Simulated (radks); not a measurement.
Valence configurations of Nd+ (all share [Xe]). Calculated with a radial shooting solver on a logarithmic mesh with Libxc functionals: Dirac Kohn-Sham, PBE, spin-unpolarised, spherical densities, finite nucleus; open shells fill j = l - 1/2 first; Fermi nuclear charge, rms radius 4.9123 fm. Energies are relative to 4f4 6s1; eigenvalues in eV.

valence,E (eV),e(4f5/2),e(5d3/2),e(6p1/2),e(6s1/2)
4f4 6s1,0.000,-7.738,-,-,-8.188
4f4 5d0.5 6s0.5,0.436,-6.798,-6.777,-,-7.751
4f3.5 6s1.5,0.463,-11.332,-,-,-8.938
4f3.5 5d0.5 6s1,0.616,-10.238,-8.039,-,-8.470
4f4.5 6s0.5,0.807,-4.846,-,-,-7.504
4f3 5d1 6s1,2.247,-13.050,-8.679,-,-8.734
4f3 6s2,2.477,-15.423,-,-,-9.683
4f5,2.521,-3.005,-,-,-
4f4 6p1,2.765,-8.737,-,-5.989,-
4f2.5 5d0.5 6s1 6p1,9.021,-19.570,-11.680,-7.091,-10.443

NIST lists [Xe] 4f4 6s1 as the ground configuration; this level of theory agrees among the configurations tried. The energies are those of spherical spin-averaged densities, not of single terms.
